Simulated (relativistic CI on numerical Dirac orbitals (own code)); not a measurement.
Si²⁺: computed level list

Method of calculation: Dirac-Coulomb-Breit CI, separate exchange-only KLI orbitals for each configuration, model QED, valence Slater integrals scaled by 0.85, P86 correlation energy added to each configuration (own radial code, finite nucleus).

Configuration list (outside the closed core [Ne]): 3s², 3s3p, 3p², 3s3d, 3d², 3s4s, 3p3d, 3p4s, 3s4p, 3s4d, 3s5s, 3s4f, 3s5p, 3d4s, 3s5d, 3s5f. Levels of other configurations are missing.

| No. | Configuration | Term | J | E (cm⁻¹) | % | Landé g | Lifetime (s) |
| --- | --- | --- | --- | --- | --- | --- | --- |
| 1 | 3s² | ¹S | 0 | 0.0 | 96 |  |  |
| 2 | 3s3p | ³P° | 0 | 50974.0 | 99 |  |  |
| 3 | 3s3p | ³P° | 1 | 51095.9 | 99 | 1.501 | 6.77e-05 |
| 4 | 3s3p | ³P° | 2 | 51345.1 | 99 | 1.501 | 8.92e+01 |
| 5 | 3s3p | ¹P° | 1 | 80547.9 | 95 | 1.000 | 4.09e-10 |
| 6 | 3p² | ¹D | 2 | 121611.0 | 68 | 1.000 | 2.50e-08 |
| 7 | 3p² | ³P | 0 | 128038.1 | 99 |  | 4.42e-10 |
| 8 | 3p² | ³P | 1 | 128165.7 | 99 | 1.501 | 4.41e-10 |
| 9 | 3p² | ³P | 2 | 128413.7 | 99 | 1.501 | 4.39e-10 |
| 10 | 3s3d | ³D | 3 | 142557.9 | 100 | 1.334 | 3.34e-10 |
| 11 | 3s3d | ³D | 2 | 142562.2 | 100 | 1.167 | 3.32e-10 |
| 12 | 3s3d | ³D | 1 | 142565.7 | 100 | 0.499 | 3.31e-10 |
| 13 | 3p² | ¹S | 0 | 152201.6 | 91 |  | 3.85e-10 |
| 14 | 3s4s | ³S | 1 | 153553.6 | 100 | 2.002 | 3.70e-10 |
| 15 | 3s4s | ¹S | 0 | 160102.1 | 97 |  | 6.65e-10 |
| 16 | 3s3d | ¹D | 2 | 165734.4 | 65 | 1.000 | 1.98e-10 |
| 17 | 3s4p | ³P° | 0 | 175013.8 | 99 |  | 3.04e-09 |
| 18 | 3s4p | ³P° | 1 | 175047.5 | 99 | 1.501 | 3.03e-09 |
| 19 | 3s4p | ³P° | 2 | 175119.2 | 99 | 1.501 | 3.01e-09 |
| 20 | 3s4p | ¹P° | 1 | 176933.3 | 95 | 1.000 | 1.91e-09 |
| 21 | 3p3d | ³F° | 2 | 199131.1 | 84 | 0.666 | 2.34e-08 |
| 22 | 3p3d | ³F° | 3 | 199242.9 | 84 | 1.083 | 2.51e-08 |
| 23 | 3p3d | ³F° | 4 | 199390.8 | 84 | 1.251 | 2.66e-08 |
| 24 | 3s4d | ³D | 3 | 201608.7 | 100 | 1.334 | 2.06e-09 |
| 25 | 3s4d | ³D | 2 | 201610.6 | 100 | 1.167 | 2.05e-09 |
| 26 | 3s4d | ³D | 1 | 201612.1 | 100 | 0.499 | 2.03e-09 |
| 27 | 3p3d | ¹D° | 2 | 203662.9 | 100 | 1.000 | 4.08e-10 |
| 28 | 3s4d | ¹D | 2 | 206065.3 | 93 | 1.000 | 8.08e-10 |
| 29 | 3s5s | ³S | 1 | 206459.6 | 100 | 2.002 | 6.46e-10 |
| 30 | 3s4f | ¹F° | 3 | 207446.3 | 89 | 1.000 | 5.01e-10 |

Energies count from the lowest computed level; ° marks odd parity; lifetimes are radiative, by E1, M1, E2, M2, E3 decay to levels of this space only; some are left blank where a channel outside the calculation adds to the decay or the decay crosses a small, uncertain gap.

The mean weight of the leading LS term, summed over parents, in these 30 levels is 95 %, and that of the leading jj configuration (from the same eigenvectors) 77 %, so LS coupling describes them better.

For a near-neutral ion this model can misplace configurations by up to about 10,000 cm⁻¹ (more where the count of f electrons changes) and terms by 10 to 25 % of their spread. Rates follow the energies as ν³ (E1, M1) or ν⁵ (E2), so they and the lifetimes can be off by large factors. The fine structure of a lone outer electron comes out too small, for d and f at times inverted, and misplaced configurations move strength between like terms. 55 of the 68 excited levels that our extract of the measured tables holds in this range could be paired (the sources list more); they are missed by 1204 cm⁻¹ on average and 3957 at most, and levels without a partner can miss by more.
